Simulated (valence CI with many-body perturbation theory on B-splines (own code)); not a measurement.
## Ladder of approximations for Mo⁹⁺

Computed by valence CI with perturbative core correlation (CI+MBPT): five valence electrons over a frozen Dirac-Fock core [Ar] 3d10, radial functions for each j: 9 s, 9 p, 8 d, 6 f, 3 g, 1 h, with the one-electron correlation potential Σ1, the two-electron term Σ2, the three-electron term Σ3, Breit, model QED; selected CI, second order for the rest, scaled by the run's own slope (own B-spline code, finite nucleus).

No measured levels were compared; by estimate levels hold to about 250 cm⁻¹ or 0.2 % of their energy and the worst to 1 %, as in measured heavy ions of charge 2 to 7; those with d or f electrons hold less well. Among the levels kept, up to 720 cm⁻¹ of a level comes from second order outside the variational space, and about a tenth of that is noise between levels of different J, which matters for small intervals.

Each rung adds one term. CI alone is the Dirac-Coulomb CI over the frozen core; QED comes last and gives the full result, which names the levels. Energies are above 4s2.4p3 4S°_3/2 on the same rung, in cm⁻¹.

Names give the largest LS component (configuration and term), which can be under half, so a name can repeat, a term be missing and a line seem to break the LS rules; names also repeat where a configuration has a term twice. Letters in brackets count levels of one name in rising energy.

```csv
Level,CI alone
4s2.4p3 2D°_3/2,27448
4s2.4p3 2D°_5/2,36031
4s2.4p3 2P°_1/2,56260
4s2.4p3 2P°_3/2,71067
4s.4p4 4P_5/2,222756
4s.4p4 4P_3/2,237452
4s.4p4 4P_1/2,242125
4s.4p4 2D_3/2,275874
4s.4p4 2D_5/2,280648
4s.4p4 2S_1/2,315930
4s.4p4 2P_3/2,319724
4s.4p4 2P_1/2,342384
4s2.4p2.4d 4F_3/2,351564
4s2.4p2.4d 4F_5/2,357768
4s2.4p2.4d 4F_7/2,367547
4s2.4p2.4d 2F_5/2 [a],367842
```

What do these energies become with core correlation, Breit and QED?

4s2.4p3 2D°_3/2 27028 (-420); 4s2.4p3 2D°_5/2 35669 (-362); 4s2.4p3 2P°_1/2 55545 (-715); 4s2.4p3 2P°_3/2 70730 (-337); 4s.4p4 4P_5/2 224777 (+2021); 4s.4p4 4P_3/2 239708 (+2257); 4s.4p4 4P_1/2 244293 (+2168); 4s.4p4 2D_3/2 276588 (+714); 4s.4p4 2D_5/2 281537 (+889); 4s.4p4 2S_1/2 314721 (-1209); 4s.4p4 2P_3/2 318546 (-1178); 4s.4p4 2P_1/2 341774 (-610); 4s2.4p2.4d 4F_3/2 352876 (+1312); 4s2.4p2.4d 4F_5/2 359148 (+1380); 4s2.4p2.4d 4F_7/2 369126 (+1578); 4s2.4p2.4d 2F_5/2 [a] 369335 (+1493).

How does the ionisation energy move along the ladder, and which term matters most?

CI alone 185.42, + Σ1 186.31, + Σ2 186.18, + Σ3 186.08, + Breit 186.03, + QED 186.03 eV. The largest step is Σ1, 0.90 eV. NIST lists 186.3 ± 1.2 eV (semi-empirical).
